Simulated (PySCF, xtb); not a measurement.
Si(Cl)(F)2(SMe) (CH3ClF2SSi), SMILES F[Si](Cl)(F)SC.

GFN2-xTB in xtb at its own geometry gives an orbital gap of 4.41 eV and a dipole moment of 2.74 D.

Geometry: ωB97X-D3(BJ)/def2-SVP. This is a generated structure with no PubChem entry under its InChIKey; it may be hypothetical. Other conformers were not sampled.

Task: What does PBE/def2-TZVP in PySCF give? (The exact figures need the calculation; the answer reports its results.)

Result: gap 5.19 eV (levels -6.53 and -1.34 eV), dipole 2.51 D.
